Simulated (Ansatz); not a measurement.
Compare A (`C[SiH2]O[SiH2]F`) with its isomer B (`C[SiH](F)[SiH2]O`).

Gas-phase electronic energies from Ansatz, PBE0-D4/def2-TZVP geometries. CCSD(T)/CBS adds triple-zeta CCSD(T) − MP2 to the extrapolated MP2 energy (def2 sets, frozen cores). DFT in def2-TZVPP. One conformer a species, not always the lowest.

Problem. Which is lower in electronic energy at CCSD(T)/CBS, and by how much? (An estimate is asked.)

Solution. Computed: A, by 35.7 kcal/mol.

Problem. Give E(B) − E(A) in kcal/mol with CCSD(T)/def2-TZVPP, r2SCAN-D4, PBE0-D4, BLYP-D4, PBE-D4, CCSD(T)/def2-SVP, LDA (SPW92). (Best estimate.)

Solution. The calculation gave: CCSD(T)/def2-TZVPP 36.0, r2SCAN-D4 33.9, PBE0-D4 31.0, BLYP-D4 32.9, PBE-D4 28.4, CCSD(T)/def2-SVP 35.5, LDA (SPW92) 29.8. None reverses the order clearly.

Problem. Does the order hold for the free energy at 298.15 K (harmonic terms from PBE0-D4)? (Estimate.)

Solution. Ansatz gave: Yes: G(B) − G(A) = +36.7 kcal/mol, for one conformer each. Modes under 60 cm⁻¹, often nearly free rotors, make the harmonic entropy too high.

Largest T1 diagnostic: 0.012.

Leaving LDA and LC-ωPBE aside and taking each functional with its dispersion term where it has one, the values, not all of them listed here, spread over 9.6 kcal/mol, from PBE-D4 to BHLYP-D4. LDA lies +1.4 kcal/mol from PBE without D4. From BLYP to BHLYP (50 % exact exchange), in def2-TZVPP and without D4, E(B) − E(A) moves by +5.3 kcal/mol.
